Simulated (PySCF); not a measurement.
Excitation energy of Ru by level of theory

Ru [Kr] 4d7 5s1 (5F) → Ru [Kr] 4d6 5s2 (5D), as a difference of total energies. All numbers are calculated (PySCF 2.14, a scalar-relativistic core potential, in aug-cc-pVTZ-PP with one added diffuse shell each of s, p, d, f, g type with ECP28MDF (7s7p6d4f3g, 113 functions)). Correlated levels: valence: 4s2 4p6 frozen. The calculations carry no spin-orbit coupling.

**Question.** Order these methods by the excitation energy they give, lowest first.
A. r2SCAN0
B. MP2 (valence)
C. PBE0
D. LDA

**Answer.** B (7250.6 cm⁻¹), D (7790.5 cm⁻¹), A (8186.9 cm⁻¹), C (9152.6 cm⁻¹).

Errors of the correlated levels include the incompleteness of this basis and the frozen core.

For comparison: 6996.8 cm⁻¹ (measured; NIST levels, between the centres of gravity of the two terms).
